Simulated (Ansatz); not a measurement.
CH$_{3}$AlFIO, 8 atoms. Charge 0, multiplicity 1. Correlated methods include outer-core shells of I, which these sets cover unevenly. I: def2 effective core potential. The bonds changed during the relaxation, so this is another structure than the one it started from. All runs use 4 threads of an Arm Neoverse V1 on a shared host. Correlated methods freeze the cores.

Task: How many basis functions does each run have, and how long does it take in Ansatz? RHF-CCSD(T)/def2-SVP energy; RKS B3LYP-D4/def2-TZVPP energy and forces; RKS ωB97M-V/def2-QZVPP energy; RKS LC-ωPBE/def2-TZVPP energy; RKS PBE0-D4/def2-SVP energy; direct RPA on PBE orbitals/def2-TZVPP energy; RKS ωB97M-V/def2-SVP energy; RKS PBE0-D4/def2-TZVP frequencies; RKS PBE-D4/def2-TZVPP energy and forces; RKS PBE0-D4/def2-TZVP relaxation (8 steps); RHF-CCSD(T)/def2-TZVPP energy; RKS r2SCAN0-D4/def2-TZVPP energy. (An estimate is asked.)

Result: Ansatz gave: Other jobs shared the machine, so times are rough.

```json
{"level": "RKS PBE0-D4/def2-SVP", "job": "energy", "functions": "101", "wall time": "1.2 s", "peak host memory (GiB)": "0.21"}
{"level": "RKS PBE-D4/def2-TZVPP", "job": "energy and forces", "functions": "227", "wall time": "2.4 s", "peak host memory (GiB)": "0.29"}
{"level": "RKS LC-ωPBE/def2-TZVPP", "job": "energy", "functions": "227", "wall time": "2.4 s", "peak host memory (GiB)": "0.41"}
{"level": "RKS B3LYP-D4/def2-TZVPP", "job": "energy and forces", "functions": "227", "wall time": "4.3 s", "peak host memory (GiB)": "0.63"}
{"level": "RKS r2SCAN0-D4/def2-TZVPP", "job": "energy", "functions": "227", "wall time": "4.9 s", "peak host memory (GiB)": "0.61"}
{"level": "RKS ωB97M-V/def2-SVP", "job": "energy", "functions": "101", "wall time": "5.5 s", "peak host memory (GiB)": "0.33"}
{"level": "direct RPA on PBE orbitals/def2-TZVPP", "job": "energy", "functions": "227", "wall time": "5.5 s", "peak host memory (GiB)": "0.58"}
{"level": "RHF-CCSD(T)/def2-SVP", "job": "energy", "functions": "101", "wall time": "6 s", "peak host memory (GiB)": "0.48"}
{"level": "RKS ωB97M-V/def2-QZVPP", "job": "energy", "functions": "413", "wall time": "17 s", "peak host memory (GiB)": "1.7"}
{"level": "RKS PBE0-D4/def2-TZVP", "job": "relaxation (8 steps)", "functions": "198", "wall time": "31 s", "peak host memory (GiB)": "0.55"}
{"level": "RKS PBE0-D4/def2-TZVP", "job": "frequencies", "functions": "198", "wall time": "120 s", "peak host memory (GiB)": "0.55"}
{"level": "RHF-CCSD(T)/def2-TZVPP", "job": "energy", "functions": "227", "wall time": "2.9 min", "peak host memory (GiB)": "4.3"}
```

B3LYP here is the variant with VWN-RPA as its local correlation; programs differ in this. LC-ωPBE has ω = 0.4 bohr⁻¹.
